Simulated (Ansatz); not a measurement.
```yaml
crystal:
  periodic: [false, false, false]
  atoms:
    - {symbol: B, position_ang: [-1.465742, 0.706309, -0.301824]}
    - {symbol: B, position_ang: [0.043541, 1.202693, 0.118191]}
    - {symbol: Si, position_ang: [0.865363, -0.197288, -0.829353]}
    - {symbol: O, position_ang: [0.614506, -1.800027, -0.762835]}
    - {symbol: O, position_ang: [1.937774, 0.031271, -2.017779]}
    - {symbol: Al, position_ang: [-0.185887, 0.116098, 1.907085]}
    - {symbol: H, position_ang: [-2.294036, 1.525324, -0.586645]}
    - {symbol: H, position_ang: [-1.858375, -0.436736, -0.314693]}
    - {symbol: H, position_ang: [0.488208, 2.308301, 0.081919]}
    - {symbol: H, position_ang: [0.090869, -2.095596, -0.005632]}
    - {symbol: H, position_ang: [2.279079, -0.745559, -2.469857]}
    - {symbol: H, position_ang: [-0.314531, -1.483021, 1.876752]}
    - {symbol: H, position_ang: [-0.180470, 0.833630, 3.319670]}
basis:
  gaussian: {orbitals: cc-pVDZ}
total_charge: 1
magnetization: {spin_polarized: true, initial_magnetization: 2}
hamiltonian: {xc: {name: PBE-QIDH}}
output: {forces: true}
```

```sh
$ ansatz run in.yaml --threads 4 --pin off --events-out ev --progress --plain --max-ram 10444MiB
```

Shortened log:

```
Error: a molecule whose nuclei and cores have a total charge of 60 cannot have a net charge of 1 together with 2 unpaired electrons
```

In this input the number of unpaired electrons doesn't fit the electron count. The program refused the input.
